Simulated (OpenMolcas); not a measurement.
## N II: effect of the level shift or regulariser

| Property | Result |
| --- | --- |
| Program | OpenMolcas |
| Basis | ANO-R1 [3s2p1d] |
| Scalar Hamiltonian | X2C, finite nucleus |
| Active space | 2 electrons in 3 orbitals (2p) |
| State averaging | 2S+1 = 3 even, 3 roots; 2S+1 = 1 even, 6 roots |
| Spin-orbit coupling | state interaction with AMFI integrals over the reference wave functions, term energies averaged over their components |

Methods on the same reference wave functions:
A. CASSCF
B. SS-CASPT2, IPEA 0.25 Eh, imaginary shift 0.1 Eh (closed shells correlated: 1s 2s)
C. SS-CASPT2, IPEA 0.25 Eh, real shift 0.2 Eh (closed shells correlated: 1s 2s)

Energies in cm-1 above 2s2 2p2 3P0, the measured ground level; measured values from NIST Handbook of Basic Atomic Spectroscopic Data.

| Level | A | B | C | Measured |
| --- | --- | --- | --- | --- |
| 2s2 2p2 3P0 | 0.0 | 0.0 | 0.0 | 0.0 |
| 2s2 2p2 3P1 | 47.3 | 47.4 | 47.4 | 48.7 |
| 2s2 2p2 3P2 | 141 | 141 | 141 | 131 |
| 2s2 2p2 1D2 | 17852 | 16540 | 16550 | 15316 |
| 2s2 2p2 1S0 | 44049 | 37340 | 37430 | 32689 |

Deviations, from unrounded energies. A percentage is the sum of absolute deviations over the sum of measured energies, with the sign that they share, or ± where signs differ.

| Against measurement | Levels | A | B | C |
| --- | --- | --- | --- | --- |
| mean absolute deviation (cm-1) | 4 | 3500 | 1500 | 1500 |
| fine structure of the ground term (%) | 2 | ±6.4 | ±6.4 | ±6.4 |
| other terms of the ground configuration (%) | 2 | +28.9 | +12.3 | +12.4 |

B, C lie about equally close to measurement and A furthest from it. The largest miss of B in the table is 2s2 2p2 1S0, by +4700 cm-1. The ranking rests on the paired levels alone, and a cruder setting can come out closer through cancelling errors.

Between B and C the level of the table that moves most is 2s2 2p2 1S0, by 85 cm-1 (lowest in B, highest in C). Moves below CASPT2's spread within the term are not significant.

The mean deviations of B to C differ by less than CASPT2's widest spread within a term (110 cm-1), so their order carries little weight.

From A to B the spin-free energies of the other terms of 2s2 2p2 shown, above 3P, scale by factors of 0.85 to 0.93.

The lowest spin-free term lies below A's lowest term by 0.057 hartree in B, 0.057 hartree in C.

CASPT2 does not keep the components of a term degenerate, so their means are used; among the terms shown or strongly mixed into the levels shown the widest spread is 110 cm-1 (2s2 2p2 1D, B). With the s shell closed, the reference lacks s² → p² mixing. Without dynamic correlation excited terms often stand tens of per cent too high (terms of higher spin than the ground term too low), and those without a measured partner can miss by more than the paired ones (holds for A). Computed and measured levels are paired by configuration, term and J; levels that our copy of the source lacks, or whose pairing is in doubt (as where it misses far off the trend of its configuration), stay unpaired and out of the deviations. Only configurations of the active space appear.
